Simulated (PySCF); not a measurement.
# Reading the logs of faulty runs: AlCGeH5N cation

These are calculations, not measurements. They come from PySCF 2.14.0, an open-source quantum chemistry program, on an isolated molecule that a program drew, which may never have been made. The molecule is AlCGeH5N cation (charge +1, singlet), drawn as the SMILES string `N[CH]=[GeH][AlH+]`.

Each row is a Hartree-Fock (HF) and frozen-core CCSD(T) single point in the cc-pV(D+d)Z basis, meant for a local HF minimum. Run 1 is clean. Each other run has one planted mistake out of seven kinds, and not every kind appears here: one electron removed, one electron added, multiplicity raised by two, geometry at a saddle point, minimal basis STO-3G, one bond length entered in bohr, all coordinates scaled. The reference is restricted for singlets and unrestricted otherwise, and also for a bond in bohr. Adding or removing an electron swaps singlet and doublet. Electrons count all cores. HOMO and LUMO are orbital energies over both spins, the gradient is its largest component, and the lowest frequency (negative if imaginary) is given only where the gradient is small. Bond lengths are over the 8 bonds as drawn. T1 is the CCSD diagnostic: over 0.02 (restricted) or 0.045 (unrestricted) a single reference is doubtful. Germanium has the cc-pVDZ-PP basis, with a core potential (ECP10MDF) in place of its 10 inner electrons, and its 3s, 3p and 3d shells are frozen in CCSD(T).

Geometry of the clean run:
```xyz
9
AlCGeH5N cation, angstrom
N    -2.3982    2.4304   -2.1663
C    -1.2531    1.8571   -2.0765
Ge   -0.6448    0.6913   -0.4495
Al    0.6165    2.5864    0.6922
H    -2.7191    2.8735   -3.0107
H    -3.0441    2.4323   -1.3953
H    -0.6804    1.8947   -3.0025
H     0.7298    0.3573   -1.1398
H     1.3941    3.5690    1.6399
```

| run | electrons | basis functions | <S^2> | HOMO (eV) | LUMO (eV) | gradient (hartree/bohr) | lowest frequency (cm^-1) | mean bond (Å) | longest bond (Å) | T1 | HF (hartree) | CCSD(T) (hartree) | mistake |
|---|---|---|---|---|---|---|---|---|---|---|---|---|---|
| 1 | 62 | 99 | 0.000 | -12.43 | -3.76 | 3.0e-05 | 67 | 1.5211 | 2.547 | 0.0209 | -630.25916 | -630.75627 | no fault |
| 2 | 62 | 99 | 0.000 | -11.19 | -3.89 | 5.0e-05 | -306 | 1.4541 | 2.287 | 0.0215 | -630.24098 | -630.73992 | geometry at a saddle point |
| 3 | 62 | 99 | 0.000 | -12.40 | -3.76 | 8.3e-02 | - | 1.4283 | 2.391 | 0.0193 | -630.22653 | -630.71433 | all coordinates scaled |
| 4 | 62 | 99 | 0.782 | -12.61 | -3.92 | 1.4e-02 | - | 1.6423 | 2.547 | 0.0561 | -630.13530 | -630.62811 | one bond length entered in bohr |
| 5 | 61 | 99 | 0.776 | -19.77 | -10.66 | 3.4e-02 | - | 1.5211 | 2.547 | 0.0205 | -629.83784 | -630.30339 | ? |
| 6 | 62 | 99 | 2.023 | -10.31 | -5.22 | 2.5e-02 | - | 1.5211 | 2.547 | 0.0270 | -630.19043 | -630.66554 | ? |

**Which mistake was planted in run 5, and what did it cost?**

It counts 61 electrons, one fewer than the clean run, at the same geometry and basis. So the mistake is: one electron removed. Subtracting run 1 and multiplying by 627.51 kcal/mol a hartree, the energy moved by 264.4 kcal/mol in HF and 284.2 kcal/mol in CCSD(T).

**Which mistake was planted in run 6, and what did it cost?**

Electrons, basis and geometry are unchanged, and <S^2> is 2.023, beside S(S+1) = 2.00 for a multiplicity of 3. So the mistake is: multiplicity raised by two. Subtracting run 1 and multiplying by 627.51 kcal/mol a hartree, the energy moved by 43.1 kcal/mol in HF and 56.9 kcal/mol in CCSD(T).

Cautions from the logs. Run 1: T1 is over the limit, so its CCSD(T) energy is less reliable; run 2: T1 is over the limit, so its CCSD(T) energy is less reliable; run 4: T1 is over the limit, so its CCSD(T) energy is less reliable.
